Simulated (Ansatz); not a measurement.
`CB[SiH2]Cl` + `SS` → `SS[SiH2]Cl` + `BC` at 600 K and 1 bar (cleavage of the Si–B bond).

Isolated molecules relaxed with PBE0-D4/def2-TZVP in Ansatz; ΔE leaves out vibrations. CCSD(T)/CBS adds triple-zeta CCSD(T) − MP2 to the extrapolated MP2 energy (def2 sets, frozen cores). This one scheme is used for every species. Each species was taken in one conformer, which may not be the lowest.

| species | CCSD(T)/CBS energy (Eh) | H − E (kJ/mol) | S (J/(mol·K)) |
| --- | --- | --- | --- |
| `CB[SiH2]Cl` | -815.34006 | 234.6 | 436.6 |
| `SS` | -796.74576 | 76.7 | 289.3 |
| `SS[SiH2]Cl` | -1546.28414 | 132.6 | 421.2 |
| `BC` | -65.83255 | 180.5 | 296.9 |

H − E and S are ideal-gas, rigid-rotor, harmonic terms from PBE0-D4/def2-TZVP, for one conformer and one mirror image of each species. 1 Eh = 2625.50 kJ/mol, R = 8.31446 J/(mol·K).

Q: By hand: ΔE, ΔH, ΔS and ΔG.

A: ΔE = (-1546.28414) + (-65.83255) − (-815.34006) − (-796.74576) = -0.03087 Eh = -81.0 kJ/mol. Δ(H − E) = 132.6 + 180.5 − 234.6 − 76.7 = 1.8, so ΔH = -79.2 kJ/mol. ΔS = 421.2 + 296.9 − 436.6 − 289.3 = -7.8 J/(mol·K). ΔG = -79.2 − 600 × (-7.8)/1000 = -74.5 kJ/mol.

Q: By hand: the equilibrium constant, and the temperature at which ΔG would vanish if ΔH and ΔS stayed fixed.

A: log₁₀ K = −ΔG/(RT ln 10) = 6.5. ΔG = 0 at ΔH/ΔS = 10154 K, far beyond where these terms or the molecules hold.

The number of gas molecules stays the same, so ΔS is small and ΔH decides. A doubt of 5 kJ/mol in ΔE shifts log₁₀ K by 0.4 here. Other conformers and mirror images would add mixing entropy, several J/(mol·K) or more a flexible species. Modes under 60 cm⁻¹, often nearly free rotors, make the harmonic entropy too high. These are equilibria of isolated gas molecules and say nothing of rates. Largest T1 diagnostic: 0.011 (customary marks: 0.02 for closed shells, 0.045 for open ones).
